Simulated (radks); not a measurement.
The numbers below are computed, except where a source is named.
Task: The mean radii <r> (bohr) of the occupied orbitals of an atom or ion are listed with their occupations. Level of theory: Dirac Kohn-Sham, PBE, spin-unpolarised, spherical densities, finite nucleus; Fermi nuclear charge, rms radius of each element as measured or else 0.836 A^(1/3) + 0.57 fm (a radial shooting solver on a logarithmic mesh with Libxc functionals).

| orbital | occ. | <r> |
|---|---|---|
| 1s1/2 | 2 | 0.02112 |
| 2s1/2 | 2 | 0.08847 |
| 2p1/2 | 2 | 0.07373 |
| 2p3/2 | 4 | 0.08059 |
| 3s1/2 | 2 | 0.2184 |
| 3p1/2 | 2 | 0.2065 |
| 3p3/2 | 4 | 0.2172 |
| 3d3/2 | 1 | 0.1877 |

Name the element and its charge. Open shells, if any, fill j = l - 1/2 first.

Result: Z = 66, dysprosium, charge +47: Dy47+ in [Ar] 3d1. The 1s radius gives Z: for a bare nucleus <r> = (2 gamma + 1)/(2Z) with gamma = sqrt(1 - (Z/c)^2), 0.02085 bohr for Z = 66, and screening makes it slightly larger (0.02112 here). The occupations add up to 19, and the charge is Z minus that.
